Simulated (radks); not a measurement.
Results of a calculation; reference values are marked as such.
Problem. Species: Te. Configuration: [Kr] 4d10 5s2 5p2 4f2 (not the ground configuration). Level of theory: Dirac Kohn-Sham, BLYP, spin-unpolarised, spherical densities, point nucleus; open shells are shared between the two j in proportion to 2j + 1 (a radial shooting solver on a logarithmic mesh with Libxc functionals). Some entries of the table are withheld. Estimate them.

| orbital | occ. | eigenvalue (eV) | <r> (bohr) |
|---|---|---|---|
| 1s1/2 | 2 | -31624.86 | 0.02781 |
| 2s1/2 | 2 | -4859.175 | 0.1194 |
| 2p1/2 | 2 | -4553.816 | (1) |
| 2p3/2 | 4 | -4279.187 | (2) |
| 3s1/2 | 2 | -977.1829 | 0.3219 |
| 3p1/2 | 2 | -851.6345 | (3) |
| 3p3/2 | 4 | -800.4612 | (4) |
| 3d3/2 | 4 | -578.9051 | 0.2947 |
| 3d5/2 | 6 | -568.2023 | 0.2983 |
| 4s1/2 | 2 | -177.0037 | 0.7643 |
| 4p1/2 | 2 | -133.8449 | 0.8011 |
| 4p3/2 | 4 | -124.0916 | 0.8298 |
| 4d3/2 | 4 | -55.2311 | 0.9618 |
| 4d5/2 | 6 | -53.7539 | 0.9738 |
| 5s1/2 | 2 | -26.3001 | 1.979 |
| 5p1/2 | 0.666667 | (5) | 2.304 |
| 5p3/2 | 1.33333 | (6) | 2.390 |
| 6s1/2 | 0 | -5.0129 | 4.952 |
| 5d3/2 | 0 | -4.4291 | (7) |
| 5d5/2 | 0 | -4.3515 | (8) |
| 6p1/2 | 0 | (9) | 6.283 |
| 6p3/2 | 0 | (10) | 6.499 |
| 4f5/2 | 0.857143 | -0.4183 | 10.34 |
| 4f7/2 | 1.14286 | -0.4180 | 10.34 |

Solution. 
(1) 2p1/2 <r> (bohr): 0.1008
(2) 2p3/2 <r> (bohr): 0.1064
(3) 3p1/2 <r> (bohr): 0.3123
(4) 3p3/2 <r> (bohr): 0.3237
(5) 5p1/2 eigenvalue (eV): -16.6783
(6) 5p3/2 eigenvalue (eV): -15.6150
(7) 5d3/2 <r> (bohr): 3.822
(8) 5d5/2 <r> (bohr): 3.864
(9) 6p1/2 eigenvalue (eV): -3.0047
(10) 6p3/2 eigenvalue (eV): -2.8547
